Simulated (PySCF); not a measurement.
Br₂Zn, charge +1, doublet, at a GFN2-xTB geometry (such geometries of metal compounds can be far from the true shape) (a state made from the parent by changing its charge; the spin is typed, not shown lowest); PBE0/def2-SV(P) (PySCF).

The PySCF input:
```python
from pyscf import gto, scf, dft

mol = gto.M(
    atom='''
Zn    0.00000000    0.00000000    0.00000000
Br   -0.00000000   -0.00000000   -2.37688728
Br    0.00000000    0.00000000    2.37688728
''',
    basis='def2-sv(p)',
    charge=1,
    spin=1,
    verbose=4,
)

mf = dft.UKS(mol)
mf.xc = 'pbe0'
mf.kernel()
```

What the program printed (banner, timings and long lists left out):

```
PySCF version 2.14.0

[INPUT] verbose = 4
[INPUT] num. atoms = 3
[INPUT] num. electrons = 99
[INPUT] charge = 1
[INPUT] spin (= nelec alpha-beta = 2S) = 1
[INPUT] symmetry False subgroup None
[INPUT] Mole.unit = angstrom
[INPUT] Symbol           X                Y                Z      unit          X                Y                Z       unit  Magmom
[INPUT]  1 Zn     0.000000000000   0.000000000000   0.000000000000 AA    0.000000000000   0.000000000000   0.000000000000 Bohr   0.0
[INPUT]  2 Br     0.000000000000   0.000000000000  -2.376887280000 AA    0.000000000000   0.000000000000  -4.491665988162 Bohr   0.0
[INPUT]  3 Br     0.000000000000   0.000000000000   2.376887280000 AA    0.000000000000   0.000000000000   4.491665988162 Bohr   0.0

nuclear repulsion = 603.896195119737
number of shells = 34
number of NR pGTOs = 214
number of NR cGTOs = 88
basis = def2-sv(p)
ecp = {}

******** <class 'pyscf.dft.uks.UKS'> ********
method = UKS
initial guess = minao
damping factor = 0
level_shift factor = 0
DIIS = <class 'pyscf.scf.diis.CDIIS'>
diis_start_cycle = 1
diis_space = 8
diis_damp = 0
SCF conv_tol = 1e-09
SCF conv_tol_grad = None
SCF max_cycles = 50
direct_scf = True
direct_scf_tol = 1e-13
number electrons alpha = 50  beta = 49
XC library pyscf.dft.libxc version 7.1.2
    S. Lehtola, C. Steigemann, M. J. T. Oliveira, and M. A. L. Marques,  SoftwareX 7, 1–5 (2018)
XC functionals = pbe0
    C. Adamo and V. Barone,  J. Chem. Phys. 110, 6158 (1999)
    M. Ernzerhof and G. E. Scuseria,  J. Chem. Phys. 110, 5029 (1999)
radial grids:
    Treutler-Ahlrichs [JCP 102, 346 (1995); DOI:10.1063/1.469408] (M4) radial grids

becke partition: Becke, JCP 88, 2547 (1988); DOI:10.1063/1.454033
pruning grids: <function nwchem_prune>
grids dens level: 3
symmetrized grids: False
atomic radii adjust function: <function treutler_atomic_radii_adjust>
small_rho_cutoff = 0
Set gradient conv threshold to 3.16228e-05
tot grids = 61488
init E= -6923.60700906866

cycle= 1 E= -6925.6543420126  delta_E= -2.05  |g|= 0.357  |ddm|= 1.61
cycle= 2 E= -6925.62357890953  delta_E= 0.0308  |g|= 0.504  |ddm|= 0.93
cycle= 3 E= -6925.71141040883  delta_E= -0.0878  |g|= 0.0428  |ddm|= 0.471
cycle= 4 E= -6925.71182384155  delta_E= -0.000413  |g|= 0.0127  |ddm|= 0.0434
cycle= 5 E= -6925.71186852814  delta_E= -4.47e-05  |g|= 0.000834  |ddm|= 0.0123
cycle= 6 E= -6925.71186985155  delta_E= -1.32e-06  |g|= 0.000178  |ddm|= 0.00287
cycle= 7 E= -6925.71186992631  delta_E= -7.48e-08  |g|= 9.22e-05  |ddm|= 0.000842
cycle= 8 E= -6925.71186993529  delta_E= -8.98e-09  |g|= 3.6e-05  |ddm|= 0.00024
cycle= 9 E= -6925.71186993722  delta_E= -1.93e-09  |g|= 6.69e-06  |ddm|= 0.000153
cycle= 10 E= -6925.71186993726  delta_E= -3.46e-11  |g|= 1.93e-06  |ddm|= 1.75e-05
Extra cycle  E= -6925.71186993724  delta_E= 1.46e-11  |g|= 5.71e-06  |ddm|= 1.39e-05
converged SCF energy = -6925.71186993724  <S^2> = 0.7550476  2S+1 = 2.0050412
```
